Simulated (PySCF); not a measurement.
HO2, SMILES [O]O, multiplicity 2.

The structure is a stationary point at PBE0-D3(BJ)/def2-TZVPD. The isomer is the one that the SMILES or the coordinates give; other isomers of the formula were not compared.

Calculation: PBE0-D3(BJ)/def2-TZVPD (PySCF 2.14.0).

No scaling factor is applied to the harmonic values.

Computed normal modes with their intensities:
| mode | ν (cm⁻¹) | IR (km/mol) | moving atoms (share of kinetic energy) |
|---|---|---|---|
| 1 | 1225 | 31.0 | O 97 % |
| 2 | 1459 | 37.2 | H 86 %, O 14 % |
| 3 | 3634 | 24.4 | H 94 % |
